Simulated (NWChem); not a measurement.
System: CaHSCl; SMILES [SH][Ca][Cl]

The following NWChem deck was run.

```
start job
memory heap 200 mb stack 900 mb global 1100 mb
geometry units angstroms noautosym nocenter noautoz
  Ca     0.504014     0.016695     0.024327
  Cl    -0.304943    -2.293880    -0.008378
  S      0.403977     2.592074    -0.033817
  H     -0.945732     2.677575    -0.013602
end
basis spherical
  Ca library def2-svp
  Cl library def2-svp
  S library def2-svp
  H library def2-svp
end
dft
  xc pbe0
  iterations 150
end
property
  efieldgrad
end
task dft property
```

Excerpt of the output:

```
             Northwest Computational Chemistry Package (NWChem) 7.3.0
             --------------------------------------------------------

                             Geometry "geometry" -> ""
                             -------------------------

 Output coordinates in angstroms (scale by  1.889725989 to convert to a.u.)

  No.       Tag          Charge          X              Y              Z
 ---- ---------------- ---------- -------------- -------------- --------------
    1 Ca                  20.0000     0.50401400     0.01669500     0.02432700
    2 Cl                  17.0000    -0.30494300    -2.29388000    -0.00837800
    3 S                   16.0000     0.40397700     2.59207400    -0.03381700
    4 H                    1.0000    -0.94573200     2.67757500    -0.01360200

 Effective nuclear repulsion energy (a.u.)     179.8737956490

                              NWChem Property Module
                              ----------------------

  itol2e modified to match energy
  convergence criterion.

                                 NWChem DFT Module
                                 -----------------

 Summary of "ao basis" -> "ao basis" (spherical)
 ------------------------------------------------------------------------------
       Tag                 Description            Shells   Functions and Types
 ---------------- ------------------------------  ------  ---------------------
 Ca                         def2-svp                10       24   5s3p2d
 Cl                         def2-svp                 8       18   4s3p1d
 S                          def2-svp                 8       18   4s3p1d
 H                          def2-svp                 3        5   2s1p

  itol2e modified to match energy
  convergence criterion.

            General Information
            -------------------
          SCF calculation type: DFT
          Wavefunction type:  closed shell.
          No. of atoms     :     4
          No. of electrons :    54
           Alpha electrons :    27
            Beta electrons :    27
          Charge           :     0
          Spin multiplicity:     1
          Use of symmetry is: off; symmetry adaption is: off
          Maximum number of iterations: 150
          AO basis - number of functions:    65
                     number of shells:    29
          Convergence on energy requested:  1.00D-07
          Convergence on density requested:  1.00D-05
          Convergence on gradient requested:  5.00D-04

[...]

          -----------------------
          Electric field gradient
          -----------------------

 1 a.u. = 0.324123 10**(16) esu/cm**3  ( or statvolts/cm**2 ) = 0.97174 10**(22) v/m**2

 ------------------------------------------------------------
   Atom      X         Y         Z
 ------------------------------------------------------------
    1 Ca   0.95245   0.03155   0.04597
 ------------------------------------------------------------

 Electric field gradient in molecular frame (a.u.)
         XX             YY             ZZ             XY             XZ             YZ
 ------------------------------------------------------------------------------------------
       -0.543681       0.995830      -0.452149       0.203263       0.004463      -0.003882

 Principal components (a.u.) and orientation
 of principal axis w.r.t. absolute frame                      Asymmetry parameter eta
 --------------------------------------------------------------------------------------
        1.022222      -0.570271      -0.451951                       0.115749

        0.128719       0.990808       0.041606
        0.991679      -0.128700      -0.003162
       -0.002222      -0.041666       0.999129

 ------------------------------------------------------------
   Atom      X         Y         Z
 ------------------------------------------------------------
    2 Cl  -0.57626  -4.33480  -0.01583
 ------------------------------------------------------------

 Electric field gradient in molecular frame (a.u.)
         XX             YY             ZZ             XY             XZ             YZ
 ------------------------------------------------------------------------------------------
        0.020791      -0.072539       0.051748       0.004007      -0.000778      -0.000871

 Principal components (a.u.) and orientation
 of principal axis w.r.t. absolute frame                      Asymmetry parameter eta
 --------------------------------------------------------------------------------------
       -0.072716       0.051775       0.020941                       0.424032

       -0.042756      -0.026101       0.998745
        0.999063      -0.007845       0.042565
        0.006725       0.999629       0.026412

 ------------------------------------------------------------
   Atom      X         Y         Z
 ------------------------------------------------------------
    3 S    0.76341   4.89831  -0.06390
 ------------------------------------------------------------

 Electric field gradient in molecular frame (a.u.)
         XX             YY             ZZ             XY             XZ             YZ
 ------------------------------------------------------------------------------------------
       -1.850644       0.826279       1.024365       0.319193       0.039999      -0.000824

 Principal components (a.u.) and orientation
 of principal axis w.r.t. absolute frame                      Asymmetry parameter eta
 --------------------------------------------------------------------------------------
       -1.888722       1.025002       0.863721                       0.085392

        0.993067       0.016361       0.116409
       -0.116756       0.022133       0.992914
       -0.013669       0.999621      -0.023890

 ------------------------------------------------------------
   Atom      X         Y         Z
 ------------------------------------------------------------
    4 H   -1.78717   5.05988  -0.02570
 ------------------------------------------------------------

[...]
```

Level: PBE0/def2-SVP. Geometry: optimised at PBE0/def2-SVP. NWChem prints the field gradient with the sign opposite to the second derivative of the potential.
